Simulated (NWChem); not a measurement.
System: GeH₄TeS; SMILES S[Te][GeH3]

NWChem input:

```
start job
memory heap 200 mb stack 900 mb global 1100 mb
geometry units angstroms noautoz
  Te    -0.706734     0.633183    -0.087184
  S      1.482104     1.664557     0.141675
  H      1.756381     1.741625    -1.180843
  Ge     0.224233    -1.763893    -0.027776
  H      0.975985    -1.988382     1.293143
  H     -0.982570    -2.716677    -0.130497
  H      1.169690    -1.974246    -1.222254
end
basis spherical
  * library def2-svp
end
ecp
  Te library def2-ecp
end
dft
  xc b3lyp
  iterations 150
  mulliken
end
task dft energy
```

The geometry was optimised at PBE0/def2-SVP. B3LYP is NWChem's, with the RPA form of VWN correlation. def2 effective core potentials on Te; no spin-orbit coupling.

### Question
Give the results of this calculation. (B3LYP/def2-SVP with def2 effective core potentials on Te.) Quantities: energy (Ha); highest occupied level (eV); orbital gap (eV); dipole (D).

### Answer
```
Item                            Value
---------------------------  --------
energy (Ha)                  -2745.40
highest occupied level (eV)     -6.22
orbital gap (eV)                 4.24
dipole (D)                       1.31
```
